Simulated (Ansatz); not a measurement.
Total energies of `Sc1cc2sc(-c3cc4sc(-c5cc6sc(-c7cc8sc(-c9cc%10sc(-c%11cc%12sc(S)cc%12s%11)cc%10s9)cc8s7)cc6s5)cc4s3)cc2s1` from Ansatz at PBE-D4/def2-SVP, gas phase (1 Eh = 27.2114 eV = 2625.5 kJ/mol). The reference geometry is relaxed at PBE-D4/def2-SVP.

| state | geometry | energy (Eh) |
| --- | --- | --- |
| charge 0 singlet | reference | -6948.33340 |
| charge 1 doublet | reference | -6948.12921 |
| charge -1 doublet | reference | -6948.40949 |
| free S atom (triplet) | – | -397.80063 |
| free C atom (triplet) | – | -37.75124 |
| free H atom (doublet) | – | -0.49863 |

Single mean-field runs in def2-SVP are fitted with def2-universal-jkfit.

**Question.** Work out the vertical ionisation energy to the doublet.

**Answer.** E(charge 1 doublet) − E(charge 0 singlet) = -6948.12921 − (-6948.33340) = 0.20419 Eh = 5.56 eV. For comparison, −ε of the highest occupied level is 4.46 eV at this level, 1.10 eV less.

**Question.** Work out the vertical electron affinity, to the doublet.

**Answer.** E(charge 0 singlet) − E(charge -1 doublet) = -6948.33340 − (-6948.40949) = 0.07609 Eh = 2.07 eV. The basis lacks diffuse functions, which makes affinities too small.

**Question.** Give the fundamental gap IE − EA, the Mulliken electronegativity (IE + EA)/2 and the hardness (IE − EA)/2.

**Answer.** From the values in Eh: IE − EA = 0.20419 − 0.07609 = 0.12810 Eh = 3.49 eV; (IE + EA)/2 = 3.81 eV; (IE − EA)/2 = 1.74 eV. The HOMO–LUMO gap of the same run is 1.40 eV, 2.09 eV smaller than the fundamental gap.

**Question.** What is the binding energy per atom against free atoms?

**Answer.** Atoms: 14 × (-397.80063) + 36 × (-37.75124) + 14 × (-0.49863) = -6935.23428 Eh. Binding: -6935.23428 − (-6948.33340) = 13.09912 Eh = 356.45 eV, or 5.57 eV for each of 64 atoms (no zero-point energy, no counterpoise term).
